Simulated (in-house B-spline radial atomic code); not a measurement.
Spin-orbit splittings of orbital energies (j = l + 1/2 less j = l - 1/2) and ratios of mean radii (lower j over upper j) along the 17-electron series, configuration [Ne] 3s2 3p5. Computed with an all-electron radial atomic-structure program (B-spline basis): Dirac-Hartree-Fock, average of the configuration, finite nuclei.

| ion | Z | splitting of 3p (eV) | radius ratio of 3p | splitting of 2p (eV) | radius ratio of 2p |
| --- | --- | --- | --- | --- | --- |
| Pd29+ | 46 | 37.493 | 0.97775 | 163.21 | 0.96078 |
| Ag30+ | 47 | 41.536 | 0.97675 | 179.54 | 0.95899 |
| Cd31+ | 48 | 45.908 | 0.97571 | 197.12 | 0.95716 |
| In32+ | 49 | 50.626 | 0.97465 | 216 | 0.95528 |
| Sn33+ | 50 | ? | ? | ? | ? |
| Sb34+ | 51 | ? | ? | ? | ? |
| Te35+ | 52 | 67.065 | 0.97131 | 281.26 | 0.94937 |
| I36+ | 53 | 73.377 | 0.97013 | 306.13 | 0.9473 |
| Xe37+ | 54 | 80.143 | 0.96893 | 332.7 | 0.94519 |

**Question.** Fill in the row of Sn33+.

**Answer.** splitting of 3p (eV): 55.711; radius ratio of 3p: 0.97356; splitting of 2p (eV): 236.27; radius ratio of 2p: 0.95336.

**Question.** Fill in the row of Sb34+.

**Answer.** splitting of 3p (eV): 61.184; radius ratio of 3p: 0.97245; splitting of 2p (eV): 258; radius ratio of 2p: 0.95138.

**Question.** With what power of Z does the column «splitting of 3p (eV)» change over this range?

**Answer.** A fit of the logarithm of its size against log Z from Z = 46 to 54 has slope 4.74. An unscreened hydrogenic electron would give 4 at low Z; screening makes the apparent power larger near the neutral end, and relativity raises it again at high Z.
